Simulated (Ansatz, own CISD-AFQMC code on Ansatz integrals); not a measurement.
H2B2Si, SMILES `B1=[SiH]B1` (charge 0, multiplicity 1).

Cartesian coordinates (Å):
SMILES: [SiH]1BB=1
```xyz
5

B     -0.2910     1.3511     0.0805
Si     0.9849     0.1225     0.0153
B     -1.0607     0.0315    -0.0080
H      2.2344    -0.6798    -0.0230
H     -1.8676    -0.8252    -0.0648
```
Charge 0, multiplicity 1.

Frozen-core correlation energies in cc-pVDZ at a geometry from B3LYP-D3(BJ)/def2-TZVP, on an HF energy of -339.29568 Ha (<S^2> = 0.00, restricted and unstable towards unrestricted orbitals). Wave-function levels are from Ansatz, the walk from an own CISD-AFQMC code on Ansatz integrals (time step 0.005/Ha, trial state from CCSD amplitudes, largest double 0.13).

| level | correlation energy (mHa) |
|---|---|
| MP2 | -263.5 |
| CCSD | -290.6 |
| CCSD(T) | -309.3 |
| CCSDT(Q) | -312.0 |

What correlation energy does phaseless AFQMC give, and where does it lie among these levels?

-310.6 ± 0.4 mHa (one standard error). AFQMC minus each level: MP2 -47.1 mHa, CCSD -20.0 mHa, CCSD(T) -1.3 mHa, CCSDT(Q) +1.4 mHa.
